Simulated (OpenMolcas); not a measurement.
## 4d ions of charge +3 along the row

```
Program             : OpenMolcas 26.06
Method              : SS-CASPT2, IPEA 0.25 Eh, imaginary shift 0.1 Eh
Basis               : ANO-RCC-VQZP
Scalar Hamiltonian  : DKH2, point nucleus
Spin-orbit coupling : state interaction with AMFI integrals over the reference wave functions, term energies averaged over their components
```

Active space: the 4d shell; CASPT2 also correlates the outermost closed s and p core shells.

B and C come from two terms' centres of gravity (d2, d8: 3P = 15B, 1G = 12B + 2C; d3, d7: 4P = 15B, 2G = 4B + 3C; d4, d6: 3G = 9B + 4C, 3H = 4B + 4C; d5: 4D = 17B + 5C, 4G = 10B + 5C, above the ground term), where all their levels are at least 80 % pure. ζ = ±2S·A comes from the whole width of the ground multiplet by E(J) = (A/2) J(J+1), where its levels are at least 85 % pure. Energies in cm-1.

| Ion | Configuration | Lowest level | Weight (%) | B | B measured | C | C measured | ζ | ζ measured |
| --- | --- | --- | --- | --- | --- | --- | --- | --- | --- |
| Nb3+ | 4d2 | 3F2 | 99 | 655 |  | 2490 |  | 656 |  |
| Mo3+ | 4d3 | 4F 3/2 | 99 | 658 | 619 | 2598 | 2606 | 797 | 818 |
| Tc3+ | 4d4 | 5D0 | 98 |  |  |  |  | 1024 |  |
| Ru3+ | 4d5 | 6S 5/2 | 99 |  |  |  |  |  |  |
| Rh3+ | 4d6 | 5D4 | 98 |  |  |  |  | 1321 |  |
| Pd3+ | 4d7 | 4F 9/2 | 97 |  |  |  |  | 1572 |  |
| Ag3+ | 4d8 | 3F4 | 99 |  |  |  |  |  |  |

Measured columns use the levels in Sugar and Musgrove, J. Phys. Chem. Ref. Data 17, 155 (1988) (Mo3+).

The computed ζ goes from 656 (Nb3+) to 1572 cm-1 (Pd3+), a factor of 2.40, rising at every step.

Term energies are means over components that CASPT2 splits; among the low terms the widest spread is 670 cm-1 (4d7 4F, Pd3+). The CASPT2 spread within a term exceeds the gap to the next term for 4d3 2P and 4d3 2H, so the order of their levels is uncertain (figures for Mo3+; the like holds for Tc3+, Rh3+, Pd3+). Measured partners are found by configuration, term and J. A level has none where our copy of the source lacks it or the pairing is in doubt (some pairs that miss far off the trend of their configuration count as doubtful), and it then counts in no deviation. Levels of configurations outside the active space are missing.
